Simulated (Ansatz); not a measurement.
Molecule: sum formula BH2S3, charge -1, multiplicity 1. It need not be the lowest isomer of its formula. Whether it binds its extra electron was not tested at this geometry. 
Geometry from a B3LYP-D3(BJ)/def2-TZVP (Ansatz, a program for electronic structure) optimisation:
```xyz
6

S     -0.2594     1.8504    -0.1029
B     -0.0201     0.1432    -0.0080
S      1.6943    -0.6064    -0.1303
S     -1.4650    -1.0297     0.2213
H      1.4226    -1.9204    -0.0108
H     -0.8417    -2.2238     0.2412
```
Charge -1, spin multiplicity 1.

Basis-set convergence of Hartree-Fock and CCSD correlation energies (hartree) with Ansatz. Cores are frozen in the correlated levels unless marked. No spin-orbit coupling. No relativistic terms.

| basis | functions | E(HF) | E(corr, CCSD) |
|---|---|---|---|
| aug-cc-pV(D+d)Z | 137 | -1218.60377 | -0.57575 |
| aug-cc-pV(T+d)Z | 257 | -1218.64143 | -0.70014 |
| aug-cc-pV(Q+d)Z | 439 | -1218.65177 | -0.73856 |

Extrapolating the two largest sets (X = 3 and 4) as X^-3: E(corr) = (64·(-0.73856) - 27·(-0.70014))/37 = -0.7666 Eh, an estimate of the basis-set limit. The largest set recovers 96.3 % of it, the smallest 75.1 %.
